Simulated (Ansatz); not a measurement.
C2H5BOSi (`BOC1=C[SiH2]1`), relaxed with RKS PBE0-D4/def2-TZVP in Ansatz 0.2.0 from a PBE-D4/def2-SVP geometry. The force threshold is 0.005 eV/Å; the program also tests the step.

The species carries charge 0 and has multiplicity 1.

Start:

```xyz
10

B    -0.441   -0.258    2.182
O    -0.427    0.640    1.148
C    -0.048    0.305   -0.120
C     0.381   -0.771   -0.806
Si    0.249    0.737   -1.872
H    -0.803    0.187    3.251
H    -0.107   -1.415    2.006
H     0.608   -1.833   -0.634
H    -0.880    0.909   -2.849
H     1.468    1.500   -2.307
```

| step | energy (eV) | largest force (eV/Å) | largest move (Å) |
| --- | --- | --- | --- |
| 1 | -12747.7934 | 0.713 | 0.000 |
| 2 | -12747.8410 | 0.465 | 0.034 |
| 3 | -12747.8491 | 0.044 | 0.021 |
| 4 | -12747.8493 | 0.039 | 0.010 |
| 5 | -12747.8494 | 0.014 | 0.004 |
| 6 | -12747.8494 | 0.021 | 0.003 |
| 7 | -12747.8494 | 0.007 | 0.002 |
| 8 | -12747.8494 | 0.001 | 0.001 |

End:

```xyz
10

B    -0.432   -0.259    2.149
O    -0.428    0.648    1.136
C    -0.052    0.317   -0.121
C     0.372   -0.754   -0.787
Si    0.247    0.720   -1.848
H    -0.783    0.152    3.213
H    -0.099   -1.392    1.953
H     0.587   -1.795   -0.588
H    -0.860    0.891   -2.821
H     1.450    1.472   -2.285
```

Hardware: 2 threads of an Arm Neoverse N1 on a shared host. Wall time 78 s, peak host memory 0.44 GiB.
